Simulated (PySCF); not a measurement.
# Worked example: refractive index and permittivity of the vapour

Pb(OH)(SiH3) (H4OPbSi), SMILES [Pb]([OH])[SiH3] (connectivity only; charge and spin as stated), neutral, multiplicity 1.

Geometry: PBE0-D3(BJ)/def2-SVP. The def2 effective core potentials stand for the cores of Pb; spin–orbit coupling is left out. One conformer was computed; it need not be the lowest.

PBE/def2-TZVPD run with PySCF gives a mean static polarisability of 92.4 bohr³ and a dipole moment of 2.05 D. Take an ideal gas at 298.15 K and 0.01 bar, whether or not the substance is that volatile.

Work out n − 1 in the optical limit and the static ε − 1.


Polarisability volume α' = 92.4 × 0.148185 = 13.69 Å³. Number density N = p/kT = 2.43e-7 Å⁻³.
Dilute limit of Lorentz–Lorenz: n − 1 = 2π N α' = 2.1e-5.
Orientation term of Debye: μ²/(3kT) = 8.098 Å³ × μ²(D²) = 34.03 Å³.
ε − 1 = 4π N (α' + μ²/3kT) = 0.00015. Orientation of the dipole supplies 71 % of the static response; it can't follow optical fields. Vibrational polarisation and dispersion are left out.
